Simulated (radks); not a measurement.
Mg3+, 9 electrons, occupied as [He] 2s2 2p4 3s1 (not the ground configuration). Method: scalar-relativistic Kohn-Sham, exchange-only PBE, spin-polarised, spherical densities, finite nucleus; open shells are filled with parallel spins first; Fermi nuclear charge, rms radius 3.057 fm; computed with a radial shooting solver on a logarithmic mesh with Libxc functionals. Some entries of the table are withheld. Estimate them.

orbital,occ.,eigenvalue (Ry),<1/r> (bohr^-1)
1s up,1,-98.71667,11.63
1s down,1,-98.48397,11.64
2s up,1,-10.80373,(1)
2s down,1,-10.29676,(2)
2p up,3,-8.48148,2.156
2p down,1,-7.93450,2.123
3s up,1,-2.71764,0.6950

Answer. 
(1) 2s up <1/r> (bohr^-1): 2.257
(2) 2s down <1/r> (bohr^-1): 2.223
